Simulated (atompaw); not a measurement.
**Pseudopotential generation for titanium (Ti): PAW (atompaw), PBE, scalar-relativistic.**

| Quantity | Value |
| --- | --- |
| Element | Ti (Z = 22) |
| Generator | atompaw 4.2.0.5 |
| Type | PAW |
| Functional | PBE |
| Relativity | scalar-relativistic |
| Frozen core | [Ar] |
| Valence charge | 4 |
| Reference configuration | 3d1 4s0 4p0 (charge +3) |
| Partial waves | 4s (bound, empty): rc 1.80 bohr; 4s channel at -1.5 Ry: rc 1.80 bohr; 4p (bound, empty): rc 2.00 bohr; 4p channel at 1.3 Ry: rc 2.00 bohr; 3d (bound): rc 1.70 bohr; 3d channel at -1.95 Ry: rc 1.70 bohr |
| Local potential | ultrasoft scheme with l = 3 at 0 Ry, radius 1.68 bohr |
| Core correction | smooth core density matched at 1.85 bohr |
| Augmentation charge | besselshape compensation charge, radius 1.55 bohr; PAW radius 2.00 bohr; waves and projectors: custom rrkj gramschmidtortho |

All-electron outer shells of the reference configuration (PBE, scalar-relativistic, ld1.x):

```tsv
shell	level (eV)	outermost node (bohr)	outermost maximum (bohr)
3p	-70.92	0.37	0.89
3d	-34.69	–	0.92
4s	-26.44	1.20	2.39
4p	-20.90	1.30	2.67
```

What the tests gave:

| Quantity | Value |
| --- | --- |
| Cutoffs needed | 35 Ry and 40 Ry (the cutoffs (Ry, on a coarse ladder) from which the occupation-weighted sum of valence levels, in a spherical-Bessel basis at the reference potential, stays within 10 and 1 mRy of its value at 400 Ry) |
| Ghost test | ghost states, extra bound levels that the all-electron valence spectrum of the same l lacks: s at -99.2 eV, p at -62.8 eV; a true bound ghost makes a file unfit for plane-wave use (spherical-Bessel basis up to 400 Ry, 20 bohr box) |
| Lowest eigenvalue of the overlap operator | 0.09 (s channel) |
| Overlap eigenvalues printed by atompaw (projector basis) | 0.00601, 0.193, 0.656, 3.51, 6.03, 52 |
| Share of each valence orbital outside the PAW sphere | 4s 78 %, 4p 86 %, 3d 12 % |

Generation and tests took about 1.7 s on one core of a shared server CPU.
